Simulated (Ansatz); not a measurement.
Ansatz (a first-principles code) input (PBE/6-31G* with LANL2DZ past Ar): The .json file joins the Basis Set Exchange's 6-31G* for atoms up to Ar and LANL2DZ past it.

Ansatz 0.2 input:
```yaml
crystal:
  periodic: [false, false, false]
  atoms:
    - {symbol: Pb, position_ang: [0.13000800, 0.11681200, 0.36359000]}
    - {symbol: F, position_ang: [0.92457500, 1.43740400, -1.00083100]}
    - {symbol: Cl, position_ang: [-1.11657700, -1.32442700, -1.22393800]}
basis:
  gaussian:
    orbitals: 6-31Gs+LANL2DZ.json
hamiltonian:
  xc: {name: PBE}
output: {forces: true}
```

Output:

```
Functional definition: PBE
integrals: 0.01 GiB planned
490 factors; their error is unknown
mean field: 0.08 GiB planned
mean field evaluation 1: about -15323.8100 eV, gradient 4.6e1 eV
mean field evaluation 2: about -15150.2746 eV, gradient 2.4e2 eV
mean field evaluation 4: about -15327.5346 eV, gradient 1.5e1 eV
mean field evaluation 8: about -15328.2652 eV, gradient 1.8e-1 eV
mean field evaluation 16: about -15328.2498 eV, gradient 3.8e-5 eV
mean field -15328.24982520 eV, -563.3027912153 hartree, gradient 3.8e-5 eV, S^2 0.000000; 0 other end points of the search recorded, 0 dependent functions left out
the calculation of the forces begins
reference -15328.24985805 eV, -563.3027924226 hartree; 15, 15 occupied and 27, 27 virtual orbitals, 490 factors
Total energy: -15328.24985805 eV, -563.3027924226 hartree
Atom 0 at     0.130008     0.116812     0.363590 Å, force     0.524496     0.896094    -1.044713 eV/Å
Atom 1 at     0.924575     1.437404    -1.000831 Å, force    -0.536460    -0.902797     0.987328 eV/Å
Atom 2 at    -1.116577    -1.324427    -1.223938 Å, force     0.011964     0.006703     0.057385 eV/Å
Dipole moment:     0.172764     0.080511     0.924887 e Å
```

The geometry given is a B3LYP-D3(BJ)/def2-TZVP minimum.
